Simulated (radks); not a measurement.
Numerical settings for the tantalum ion Ta2+, [Xe] 4f14 5d3. All-electron calculation, Dirac Kohn-Sham, LDA (Slater exchange, Perdew-Wang correlation), spin-unpolarised, spherical densities, finite nucleus; open shells fill j = l - 1/2 first; Fermi nuclear charge, rms radius 5.3507 fm. Program: a radial shooting solver on a logarithmic mesh with Libxc functionals. The defaults (mesh step 0.008 in ln r, mesh end at 40 bohr or more with all orbitals vanishing there, Anderson mixing 0.5 over 9 steps, residual threshold near 1e-9 with the energy settled to 1e-9 hartree or 1e-11 of itself, here a cap of 68 iterations) give E = -15613.5266 hartree and 5d3/2 at -18.826 eV in 16 iterations. Run on one thread of a shared host, so times are rough (Arm Neoverse V2): 0.16 s of CPU time, 0.16 s wall, 16 iterations on 2254 mesh points. Changes against that run (0 stands for a change within the tolerance of the run):

mesh step in ln r 0.012: iterations 16; converged yes; E (mhartree) 0; e(5d3/2) (meV) 0; CPU (s) 0.11
mesh step in ln r 0.03: iterations 16; converged yes; E (mhartree) +0.00908; e(5d3/2) (meV) 0; CPU (s) 0.05
mesh step in ln r 0.08: iterations 3; converged no; E (mhartree) diverged; CPU (s) 0.02
mesh end (bohr) 8: iterations 16; converged yes; E (mhartree) +0.068; e(5d3/2) (meV) +4.96; CPU (s) 0.15
mesh end (bohr) 20: iterations 16; converged yes; E (mhartree) 0; e(5d3/2) (meV) 0; CPU (s) 0.15
residual threshold 1e-05: iterations 11; converged yes; E (mhartree) 0; e(5d3/2) (meV) +0.0728; CPU (s) 0.13
residual threshold 1e-16: iterations 68; converged no; E (mhartree) 0; e(5d3/2) (meV) 0; CPU (s) 0.31
mixing 1: iterations 12; converged yes; E (mhartree) 0; e(5d3/2) (meV) 0; CPU (s) 0.13
linear mixing, mixing 0.05: iterations 68; converged no; E (mhartree) +0.25; e(5d3/2) (meV) -203; CPU (s) 0.55
linear mixing, mixing 1: iterations 68; converged no; E (mhartree) +7.71e+05; e(5d3/2) (meV) +1.53e+04; CPU (s) 2
mixing history 3: iterations 20; converged yes; E (mhartree) 0; e(5d3/2) (meV) 0; CPU (s) 0.17
iteration cap 3: iterations 3; converged no; E (mhartree) +221; e(5d3/2) (meV) -1.19e+03; CPU (s) 0.04

No run marked as converged misses the energy by more than 1 mhartree. A mesh that ends early acts as a hard wall.
